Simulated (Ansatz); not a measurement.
C4H5F3O2 (`CCOC(=O)C(F)(F)F`). The species carries charge 0 and has multiplicity 1. Geometry: relaxed with PBE0-D4/def2-TZVP. It is one conformer, not always the lowest.

```xyz
14

C     0.333   -0.163   -2.050
C     1.051    0.415   -0.858
O     0.135    0.661    0.229
C    -0.132   -0.363    1.015
O     0.308   -1.470    0.946
C    -1.143    0.073    2.099
F    -1.410   -0.933    2.913
F    -2.283    0.478    1.536
F    -0.654    1.083    2.820
H    -0.077   -1.147   -1.820
H    -0.477    0.494   -2.372
H     1.035   -0.273   -2.879
H     1.474    1.395   -1.076
H     1.839   -0.250   -0.502
```

Question: What is the dipole moment at r2SCAN/def2-TZVPP? (Estimate.)

Answer: The calculation gave: 3.15 D, with components (1.28, 1.19, -2.62) D in this frame, pointing from negative to positive charge.

Question: And with PBE, B3LYP, ωB97M-V? (An estimate is asked.)

Answer: Ansatz gave: PBE 3.07 D, B3LYP 3.18 D, ωB97M-V 3.13 D.

Question: Give the Mulliken charges with r2SCAN, ωB97M-V, B3LYP in def2-TZVPP. (An estimate is asked.)

Answer: Ansatz gave: 
```tsv
atom	r2SCAN	ωB97M-V	B3LYP
C1	-0.15	-0.30	-0.26
C2	0.11	-0.06	0.02
O3	-0.24	-0.23	-0.24
C4	0.27	0.26	0.23
O5	-0.31	-0.29	-0.28
C6	0.48	0.46	0.50
F7	-0.15	-0.14	-0.15
F8	-0.16	-0.15	-0.17
F9	-0.16	-0.15	-0.16
H10	0.07	0.12	0.11
H11	0.06	0.11	0.09
H12	0.05	0.11	0.09
H13	0.06	0.13	0.11
H14	0.07	0.13	0.10
```

B3LYP here is the variant with VWN-RPA as its local correlation; programs differ in this.
